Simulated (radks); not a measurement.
Spherical quantum dot in the effective-mass picture: electrons in a parabolic well V = omega^2 r^2 / 2 with omega = 0.694, with a point charge +2 (a donor) at the centre, all in effective atomic units (hartree* = m*/eps^2 hartree, bohr* = eps/m* bohr), one dielectric constant everywhere. Method: non-relativistic Kohn-Sham, r2SCAN, spin-polarised, spherical densities, generalised Kohn-Sham scheme; computed with a radial shooting solver with Libxc functionals. Levels are named by radial order and angular momentum (1s, 1p, 1d, 2s, ...), and open shells are averaged over m. Results are scaled to m* = 0.196 and eps = 14.2, for which hartree* = 26.45 meV and bohr* = 3.834 nm.

N = 26, configuration 1s2 1p6 1d10 2s2 1f(up 6, down 0). This is the lowest configuration that the search found. Occupied and some empty levels:

level    occupation  eigenvalue (meV)  <r> (nm)
1s down           1            224.88     3.702
1s up             1            225.10     3.720
1p up             3            247.25     10.03
2s up             1            247.43     10.28
1p down           3            248.31     9.655
2s down           1            248.87     10.01
1d up             5            256.44     11.67
1d down           5            258.30     11.46
1f up             6            266.30     12.75
2p up             0            267.75     10.54
1f down           0            268.65     12.66
2p down           0            269.06     10.73
1g up             0            277.12     13.62
1g down           0            279.78     13.60
2d up             0            281.38     11.97
2d down           0            282.83     11.99

Energy (meV): total 3851.86, kinetic 493.74, external 782.80, Hartree 2849.5, exchange-correlation -274.16.

Electron density:

r (nm)  n(r) (e/nm^3)
0.454         0.04995
2.17         0.009408
3.88         0.002624
5.59         0.001804
7.31         0.002040
9.02         0.002218
10.7         0.002039
12.4         0.001503
14.2        0.0008447
15.9        0.0003499
17.6        0.0001036
19.3       0.00002182
21.0        3.273e-06
22.7        3.516e-07
